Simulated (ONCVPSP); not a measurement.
**Reading a pseudo-wave (phosphorus (P))**

Columns: radius, all-electron u(r) and pseudo u(r) of the 2p shell (level -135.16 eV) of phosphorus in the configuration [He] 2s2 2p6 3s2 3p2; PBE, non-relativistic, ONCV scheme, ONCVPSP 4.0.1.

```tsv
r (bohr)	all-electron	pseudo
0.050	0.1854	0.0833
0.100	0.5236	0.3108
0.150	0.8459	0.6235
0.200	1.0952	0.9476
0.250	1.2616	1.2177
0.300	1.3522	1.3928
0.350	1.3821	1.4661
0.400	1.3656	1.4530
0.450	1.3170	1.3842
0.500	1.2466	1.2871
0.550	1.1633	1.1823
0.600	1.0733	1.0797
0.650	0.9811	0.9825
0.700	0.8901	0.8902
0.750	0.8025	0.8025
0.800	0.7197	0.7197
0.850	0.6426	0.6426
0.900	0.5715	0.5715
0.950	0.5065	0.5065
1.000	0.4477	0.4477
1.050	0.3947	0.3947
1.100	0.3473	0.3473
1.150	0.3051	0.3051
1.200	0.2677	0.2677
1.250	0.2345	0.2345
1.300	0.2051	0.2051
```

**Question.** How many radial nodes do the two functions have?

**Answer.** The all-electron 2p function has n − l − 1 = 0; the pseudo-wave has 0.

**Question.** At about which radius was the pseudo-wave matched?

**Answer.** 0.75 bohr, where the columns begin to agree (steps of 0.05 bohr).

**Question.** Where does each function peak?

**Answer.** Outermost all-electron maximum near 0.35 bohr, pseudo maximum near 0.35 bohr (to the table’s step).

**Question.** Is the pseudo-wave norm-conserving?

**Answer.** Yes: the ONCV scheme keeps the norm inside the radius equal to the all-electron one, which fixes the energy derivative of the logarithmic derivative at the level.
